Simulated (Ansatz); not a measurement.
Loss of H2: SnH2(CH3)Cl → Sn(CH3)Cl + H2

Species: SnH2(CH3)Cl, singlet; Sn(CH3)Cl, singlet; H2 (hydrogen), singlet. 

Shapes, held fixed at every level: PBE0-D4/def2-TZVP. Programs: Ansatz 0.2.0. The zero-point and thermal change to 298 K, harmonic and unscaled (PBE0-D4/def2-TZVP), is -6.6 kJ/mol.

```csv
level,kind,ΔH(298 K) (kJ/mol),less CCSD(T)/def2-TZVPP
HF/def2-SVP,Hartree–Fock,+45.4,+6.5
SPW92/def2-TZVPP,LDA,+52.0,+13.1
r2SCAN-D4/def2-TZVPP,meta-GGA,+31.9,-7.0
MP2/def2-TZVPP,perturbation theory,+30.1,-8.8
CCSD/def2-SVP,coupled cluster or CI,+43.5,+4.6
CCSD/def2-TZVPP,coupled cluster or CI,+40.1,+1.2
CCSD(T)/def2-TZVPP,coupled cluster or CI,+38.9,0.0
```

The highest level, CCSD(T)/def2-TZVPP, gives ΔH(298 K) = +38.9 kJ/mol; the levels span +30.1 to +52.0. The column of differences is taken from that level and isn't an error. No measured value is set beside it here. For atoms past krypton def2 sets carry core potentials with scalar relativity. Outer-core shells of Sn are correlated in most correlated rows, in sets that cover them unevenly.
